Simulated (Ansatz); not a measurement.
Basis sets compared for the cluster Au₄F₃. The state is a doublet with charge 0. Geometry PBE-D4/def2-SVP. Ansatz on 4 threads of Intel Xeon 6975P-C on a shared host; times are rough, and most runs start from earlier orbitals.

```
atom    x (Å)    y (Å)    z (Å)
 Au1   1.4366  -1.5082  -0.7980
 Au2  -0.6917   1.1654  -0.9229
 Au3   0.0514  -0.4866   1.2589
 Au4  -1.6539   1.3379   2.1051
  F5   0.5891  -0.0541  -2.0064
  F6  -1.9557   2.4051   0.0386
  F7   2.2243  -2.8595   0.3246
```

In the def2 sets Au takes a core potential; there is no spin–orbit coupling. No other spin state of charge 0 was run. Another isomer (doublet) lies 0.07 eV lower at PBE0-D4/def2-TZVP; other spin states weren't run for this one.

Binding counts from free atoms (Au doublet, F doublet) in the same basis, without a counterpoise term.

| level | functions | energy (Eh) | HOMO (eV) | LUMO (eV) | binding per atom (eV) | wall time |
| --- | --- | --- | --- | --- | --- | --- |
| PBE-D4/def2-SVP | 170 | -842.1660 | -6.49 | -6.05 | 2.28 | 2.5 s |
| PBE0-D4/def2-SVP | 170 | -841.9486 | -7.41 | -5.31 | 2.00 | 4.3 s |

**Question.** Estimate the rows for PBE-D4/def2-TZVP (with forces), PBE0-D4/def2-TZVP.

**Answer.** 
```csv
level,functions,energy (Eh),HOMO (eV),LUMO (eV),binding per atom (eV),wall time
PBE-D4/def2-TZVP (with forces),253,-842.5684,-6.56,-6.13,2.24,4.3 s
PBE0-D4/def2-TZVP,253,-842.3492,-7.46,-5.35,1.99,10 s
```
